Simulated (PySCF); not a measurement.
A species of formula C2H8GeOSi has this rotational fingerprint, computed with PBE0-D3(BJ)/def2-SVP geometry optimisation, gas phase in PySCF:

| Property | Result |
| --- | --- |
| Rotational constants | A = 3851, B = 1435, C = 1114 MHz |
| Dipole components | \|μa\| = 1.08 D, \|μb\| = 1.78 D, \|μc\| = 0.20 D |
| Inertial defect | -29.58 u·Å² |
| κ | -0.76 |

Question: Which structure is it? (One computed conformer of each.)
A. `[CH2:1]=[CH:2][GeH2:3][O:4][SiH3:5]` with C1–C2–Ge3–O4 -179°, C2–Ge3–O4–Si5 178°
B. `[O:1]=[CH:2][SiH2:3][CH2:4][GeH3:5]` with O1–C2–Si3–C4 16°, C2–Si3–C4–Ge5 -50°

Answer: B. It is O=C[SiH2][CH2][GeH3], an asymmetric top, point group C1. The candidates at the same level (rigid rotor, commonest isotopes):

| SMILES | A (MHz) | B (MHz) | C (MHz) | μa (D) | μb (D) | μc (D) | Δ (u·Å²) | point group | rotor |
| --- | --- | --- | --- | --- | --- | --- | --- | --- | --- |
| O=C[SiH2][CH2][GeH3] | 3851 | 1435 | 1114 | 1.08 | 1.78 | 0.20 | -29.58 | C1 | asymmetric top |
| C=[CH][GeH2][O][SiH3] | 9913 | 1090 | 1006 | 1.44 | 0.49 | 0.03 | -12.41 | near Cs | near-prolate asymmetric top |

`C=[CH][GeH2][O][SiH3]` has A 157 % too high. No structure here is proved a minimum.
